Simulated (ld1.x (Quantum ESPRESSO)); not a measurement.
## Zr (Z = 40): TM pseudisation with LDA (PZ), scalar-relativistic reference atom.

```json
{"Element": "zirconium", "Generator": "ld1.x (Quantum ESPRESSO) 7.5", "Type": "norm-conserving Troullier–Martins (Kleinman–Bylander form)", "Functional": "LDA (PZ)", "Relativity": "scalar-relativistic", "Frozen core": "[Kr]", "Valence charge": "4", "Reference configuration": "4d2 5s2 5p0", "Partial waves": "5p (bound, empty): rc 3.05 bohr; 4d (bound): rc 1.85 bohr; 4f channel at 0.78 Ry: rc 2.80 bohr; 5s (bound): rc 3.25 bohr", "Local potential": "the s channel", "Core correction": "Bessel-smoothed model core, default radius (core density twice the valence density)"}
```

All-electron outer shells of the reference configuration (LDA (PZ), scalar-relativistic, ld1.x):

```json
{"shell": "4s", "level (eV)": "-54.51", "outermost node (bohr)": "0.55", "outermost maximum (bohr)": "1.08"}
{"shell": "4p", "level (eV)": "-32.50", "outermost node (bohr)": "0.56", "outermost maximum (bohr)": "1.17"}
{"shell": "5s", "level (eV)": "-4.60", "outermost node (bohr)": "1.47", "outermost maximum (bohr)": "3.11"}
{"shell": "4d", "level (eV)": "-3.74", "outermost node (bohr)": "0.58", "outermost maximum (bohr)": "1.61"}
{"shell": "5p", "level (eV)": "-1.55", "outermost node (bohr)": "1.70", "outermost maximum (bohr)": "4.15"}
```

Question: Estimate the cutoffs (Ry, on a coarse ladder) from which the occupation-weighted sum of valence levels, in a spherical-Bessel basis at the reference potential, stays within 10 and 1 mRy of its value at 400 Ry.

Answer: 30 Ry and 40 Ry.

Question: Does the potential have ghost states?

Answer: No extra level below or beside the all-electron valence levels (p, d, f, s tested).

Question: Which valence shell sets the plane-wave cutoff?

Answer: 4d: its level needs 35 Ry to come within 1 mRy, against 10 Ry for 5s.

Question: Tests: 4d2 5s1 5p0; 4d2 5s0 5p0; 4d1 5s0 5p0; 4d2 5s1 5p1; 4d2 5s1.5 5p0; 4d3 5s1 5p0; 4d2 5s0 5p2. Which has the largest error in its energy relative to the reference configuration, and how large is it?

Answer: 4d1 5s0 5p0, with -304 meV (all-electron minus pseudo) on +43.41 eV.
